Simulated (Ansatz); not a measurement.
Z-matrix (Å, degrees):
```
Al
O 1 1.768
P 1 2.802 2 31.6
Cl 1 2.104 2 113.8 3 -102.5
Se 1 2.651 2 83.1 3 1.7
H 1 1.571 2 117.8 3 108.2
H 3 1.436 1 101.8 2 94.5
H 5 1.471 1 91.2 2 96.2
```

The species carries charge 0 and has multiplicity 1.

Q: List the ωB97M-V/def2-TZVPP orbital energies in eV (the Gaussian-basis code of Ansatz). (An estimate is asked.)

A: The calculation gave: Occupied: -12369.36, -2771.24, -2107.61, -1589.65, -1532.84, -1424.40, -1424.38, -1424.35, -526.47, -261.66, -219.09, -199.09, -199.02, -199.02, -184.87, -162.02, -161.91, -161.82, -133.56, -133.49, -133.38, -117.35, -76.97, -76.88, -76.82, -61.92, -61.89, -61.81, -61.73, -61.72, -31.28, -24.94, -23.75, -19.93, -16.04, -15.49, -14.24, -13.56, -13.43, -11.84, -11.62, -11.20, -11.08, -10.54, -9.83. Lowest empty: 0.16, 0.78, 1.29, 2.32, 2.52, 3.07, 3.45, 3.95.
